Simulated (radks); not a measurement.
Results of a calculation; reference values are marked as such.
Question: Ionisation of the tellurium ion Te2+, [Kr] 4d10 5s2 5p2, to [Kr] 4d10 5s2 5p1 as the strength of local exchange is varied. Code: a radial shooting solver on a logarithmic mesh with Libxc functionals. Model: scalar-relativistic Kohn-Sham, Slater X-alpha exchange (alpha = 2/3 is LDA exchange), no correlation, spin-polarised, spherical densities, point nucleus; open shells are filled with parallel spins first (spin-orbit coupling, left out, can overturn this in heavy ions).

alpha  E(Te2+) (hartree)  exchange (hartree)  IE (eV)  -e of the level emptied (eV)  <r> of it (bohr)
0.559        -6756.40459          -137.29618   25.282                   20.828 (5p)             2.401
0.667        -6783.04549          -164.43183   26.689                   22.205 (5p)             2.350
0.837        -6825.18089          -207.54422   28.977                   24.457 (5p)             2.275
0.977        -6860.06472          -243.41436   30.930                   26.388 (5p)             2.217
1.04         -6875.81664          -259.66360   31.828                   27.279 (5p)             2.193
?            -6759.60612          -140.55208   25.450                   20.992 (5p)             2.395

Which alpha was used in the last row?

Answer: alpha = 0.572. NIST Atomic Spectra Database: 27.84 eV (measured). The Delta-SCF value meets it near alpha = 0.75. Open shells are spherical and high-spin; term and fine-structure splittings are not resolved. Spin-orbit splitting is averaged out at the scalar-relativistic level.
